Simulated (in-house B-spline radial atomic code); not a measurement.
**Solving the quasi-particle equation for 5s up of the caesium ion Cs⁸⁺**

Configuration [Kr] 4d10 5s1, highest spin, start PBE, empty levels kept to 486 hartree. Computed with a B-spline radial code for spherical atoms: all electrons, scalar-relativistic (spin-free one-electron X2C), finite nucleus, each spin shell either full or empty, empty states to l = 9 with an (l + 1/2)⁻⁴ tail; G0W0 by contour deformation at full frequency.

At the mean-field level ε = -119.74 eV the matrix elements are Σx = -24.567 eV, v_xc = -20.264 eV and Σc(ε) = -2.718 eV, and the slope of the correlation self-energy is dΣc/dω = -0.0293. The quasi-particle energy solves E = ε + Σx − v_xc + Σc(E).

(1) What does the linearised equation give?

(2) How does that compare with the full solution and with static screening?

## Answers

(1) Z = 1/(1 − dΣc/dω) = 1/1.0293 = 0.9715. The first-order shift is Σx − v_xc + Σc(ε) = -24.567 − (-20.264) + (-2.718) = -7.021 eV, so E ≈ ε + Z × shift = -119.74 + 0.9715 × (-7.021) = -126.561 eV.

(2) Solving the equation at full frequency dependence gives E = -126.575 eV, where Σc = -2.533 eV and the weight is 0.976; the linearised value is off by 14 meV. Leaving Z out would give -126.761 eV. Static COHSEX puts -4.476 eV in place of Σc and gives -128.519 eV, 1.94 eV deeper.
